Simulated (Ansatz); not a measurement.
Basis-set extrapolation for C$_{2}$H$_{8}$SSi$_{2}$, SMILES `S[SiH]1C[SiH2]C1` (PBE0-D4/def2-TZVP geometry, frozen core, Ansatz). Multiplicity 1, RHF reference.

```json
{"": "HF", "def2-TZVPP": "-1055.893630", "def2-QZVPP": "-1055.926372"}
{"": "MP2 correlation", "def2-TZVPP": "-0.767063", "def2-QZVPP": "-0.822918"}
{"": "CCSD(T) correlation", "def2-TZVPP": "-0.868423", "def2-QZVPP": "not run"}
```

Energies in hartree. Use E(X) = E(∞) + A·exp(−7.88·√X) for Hartree–Fock and E(X) = E(∞) + B·X^(−2.97) for correlation, with X = 3 and 4, and add CCSD(T) minus MP2 of the smaller set to the MP2 limit.

Q: What is the CCSD(T) energy at the basis-set limit?

A: HF limit: -1055.926372 + (-0.032742) × 0.13774 = -1055.93088. MP2 limit: -0.822918 + (-0.055855) × 0.74074 = -0.86429. Higher-order term: -0.868423 − (-0.767063) = -0.10136. Total: -1056.89653 hartree, 3.66 eV below CCSD(T)/def2-TZVPP.
